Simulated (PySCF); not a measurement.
# Dipole response of Sc (scandium, neutral)

[Ar] 3d1 4s2, 2D determinant. Computed with PySCF 2.14 in def2-QZVPPD (11s6p5d3f2g, 93 functions), with no relativity, point nucleus. Coupled (time-dependent) response in atomic units; α is the mean over directions.

```csv
method,mean α (bohr³),"α xx, yy, zz",C₆ (like pair),S(−4)
MN15,116.0,"115.0, 115.0, 118.0",1415,6579
revPBE,130.4,"126.3, 126.3, 138.4",1602,9829
```

S(−4) is the Cauchy moment in α(ω) = α(0) + S(−4) ω² + …

Reference α: 97 ± 10 bohr³ (recommended; Schwerdtfeger and Nagle, table of static dipole polarizabilities (2023 update)). Published C₆: 1383 (Chu and Dalgarno (2004); Tang, Norbeck and Certain (1976)).

α(iu) at MN15:

```
u (hartree)  α(iu) (bohr³)
          0          116.0
     0.0500          101.7
      0.100          74.96
      0.200          38.14
      0.300          22.23
      0.500          10.73
      0.750          6.081
       1.00          4.101
       1.50          2.331
       2.00          1.523
       3.00         0.7992
       5.00         0.3335
```

A single London oscillator, α(iu) = α/(1 + u²/ω²), gives C₆ = (3/4) ω α². Matching the computed C₆ needs ω = 4 × 1415 / (3 × 116.0²) = 0.140 hartree.

The components differ because the open shell of this determinant is not spherical; for a pure term their mean is the scalar polarisability.
